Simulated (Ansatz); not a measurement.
Method: r2SCAN-D4/def2-SVP in Ansatz (a first-principles code). No frequencies were computed at this level.

Ansatz 0.2 input:
```yaml
crystal:
  periodic: [false, false, false]
  atoms:
    - { symbol: Nb, position_ang: [-0.192724, 0.101523, 0.005911] }
    - { symbol: F, position_ang: [-0.970693, -1.391548, 0.616697] }
    - { symbol: F, position_ang: [0.596231, 1.506076, -0.776717] }
    - { symbol: F, position_ang: [1.255266, -0.149706, 1.112159] }
    - { symbol: F, position_ang: [-1.729389, 1.070946, 0.29382] }
    - { symbol: N, position_ang: [-0.08231, -0.79614, -1.736543] }
    - { symbol: H, position_ang: [0.318292, -0.387373, -2.586651] }
    - { symbol: H, position_ang: [-0.415964, -1.74473, -1.933609] }
basis:
  gaussian: { orbitals: def2-svp }
hamiltonian:
  xc: r2scan
  dispersion: d4
relax:
  max_steps: 150
```

Output:

```
Functional definition: r2SCAN
1157 factors; their error is unknown
mean field evaluation 1: about -13921.3873 eV, gradient 8.6e1 eV
mean field evaluation 2: about -13798.6864 eV, gradient 2.4e2 eV
mean field evaluation 4: about -13934.3124 eV, gradient 1.1e1 eV
mean field evaluation 8: about -13934.5256 eV, gradient 1.9e-1 eV
mean field evaluation 16: about -13934.4775 eV, gradient 9.0e-4 eV
mean field -13934.47748550 eV, -512.0826024640 hartree, gradient 7.0e-6 eV, S^2 0.000000; 0 other end points of the search recorded, 0 dependent functions left out
reference -13934.47751399 eV, -512.0826035112 hartree; 29, 29 occupied and 82, 82 virtual orbitals, 1157 factors
relax step   1: F+E_penalty+E_count = -13934.51445811 eV  Δ(F+E_penalty+E_count) = +0.000e0 eV  max|allowed force component| = 2.817e0 eV/Å  Δτ_max = 0.0000 Å  (31 SCF iters, accepted)
these checks for a lower state are left out or cut short: starts, cluster_reference, orbital_swaps, neighbouring_geometries, increment
1157 factors; their error is unknown
mean field -13934.78441925 eV, -512.0938820714 hartree, gradient 8.4e-6 eV, S^2 0.000000; 0 other end points of the search recorded, 0 dependent functions left out
reference -13934.78444814 eV, -512.0938831329 hartree; 29, 29 occupied and 82, 82 virtual orbitals, 1157 factors
relax step   2: F+E_penalty+E_count = -13934.82105559 eV  Δ(F+E_penalty+E_count) = -3.066e-1 eV  max|allowed force component| = 3.337e-1 eV/Å  Δτ_max = 0.0786 Å  (33 SCF iters, accepted)
these checks for a lower state are left out or cut short: starts, cluster_reference, orbital_swaps, neighbouring_geometries, increment
1157 factors; their error is unknown
mean field evaluation 32: about -13934.7933 eV, gradient 1.7e-3 eV
mean field -13934.79328538 eV, -512.0942078956 hartree, gradient 1.6e-5 eV, S^2 0.000000; 0 other end points of the search recorded, 0 dependent functions left out
reference -13934.79331433 eV, -512.0942089594 hartree; 29, 29 occupied and 82, 82 virtual orbitals, 1157 factors
relax step   3: F+E_penalty+E_count = -13934.82991223 eV  Δ(F+E_penalty+E_count) = -8.857e-3 eV  max|allowed force component| = 1.545e-1 eV/Å  Δτ_max = 0.0202 Å  (32 SCF iters, accepted)
these checks for a lower state are left out or cut short: starts, cluster_reference, orbital_swaps, neighbouring_geometries, increment
1157 factors; their error is unknown
mean field -13934.79489178 eV, -512.0942669298 hartree, gradient 1.6e-5 eV, S^2 0.000000; 0 other end points of the search recorded, 0 dependent functions left out
reference -13934.79492073 eV, -512.0942679937 hartree; 29, 29 occupied and 82, 82 virtual orbitals, 1157 factors
relax step   4: F+E_penalty+E_count = -13934.83149977 eV  Δ(F+E_penalty+E_count) = -1.588e-3 eV  max|allowed force component| = 1.583e-1 eV/Å  Δτ_max = 0.0189 Å  (32 SCF iters, accepted)
these checks for a lower state are left out or cut short: starts, cluster_reference, orbital_swaps, neighbouring_geometries, increment
1157 factors; their error is unknown
mean field -13934.79546682 eV, -512.0942880619 hartree, gradient 1.6e-5 eV, S^2 0.000000; 0 other end points of the search recorded, 0 dependent functions left out
reference -13934.79549578 eV, -512.0942891261 hartree; 29, 29 occupied and 82, 82 virtual orbitals, 1157 factors
relax step   5: F+E_penalty+E_count = -13934.83208482 eV  Δ(F+E_penalty+E_count) = -5.851e-4 eV  max|allowed force component| = 1.576e-2 eV/Å  Δτ_max = 0.0093 Å  (32 SCF iters, accepted)
these checks for a lower state are left out or cut short: starts, cluster_reference, orbital_swaps, neighbouring_geometries, increment
1157 factors; their error is unknown
mean field -13934.79550564 eV, -512.0942894887 hartree, gradient 1.6e-5 eV, S^2 0.000000; 0 other end points of the search recorded, 0 dependent functions left out
reference -13934.79553460 eV, -512.0942905530 hartree; 29, 29 occupied and 82, 82 virtual orbitals, 1157 factors
relax step   6: F+E_penalty+E_count = -13934.83212303 eV  Δ(F+E_penalty+E_count) = -3.821e-5 eV  max|allowed force component| = 3.678e-3 eV/Å  Δτ_max = 0.0035 Å  (33 SCF iters, accepted)
1157 factors; their error is unknown
mean field evaluation 64: about -13934.8455 eV, gradient 6.0e-1 eV
mean field -13934.79550564 eV, -512.0942894887 hartree, gradient 2.6e-5 eV, S^2 0.000000; 1 other end points of the search recorded, 0 dependent functions left out
reference -13934.79553460 eV, -512.0942905530 hartree; 29, 29 occupied and 82, 82 virtual orbitals, 1157 factors
Total energy: -13934.83215199 eV, -512.0956362170 hartree
Atom 0 at    -0.191268     0.089487    -0.017419 Å, force     0.000139    -0.000834    -0.001680 eV/Å
Atom 1 at    -1.002355    -1.493641     0.579724 Å, force     0.000193     0.001592     0.000958 eV/Å
Atom 2 at     0.636528     1.537021    -0.877732 Å, force    -0.000382    -0.000137     0.001867 eV/Å
Atom 3 at     1.229540    -0.108337     1.168991 Å, force     0.000879    -0.000007     0.000634 eV/Å
Atom 4 at    -1.711523     1.094382     0.362595 Å, force    -0.000934     0.000486     0.000272 eV/Å
Atom 5 at    -0.081777    -0.799060    -1.741991 Å, force    -0.000012    -0.000268    -0.000550 eV/Å
Atom 6 at     0.322319    -0.366825    -2.570675 Å, force     0.001673     0.002845    -0.002305 eV/Å
Atom 7 at    -0.422754    -1.743979    -1.908426 Å, force    -0.001556    -0.003678     0.000805 eV/Å
Dipole moment:     0.030812    -0.250207    -0.485642 e Å
```

Cost: very roughly 40 core-seconds.
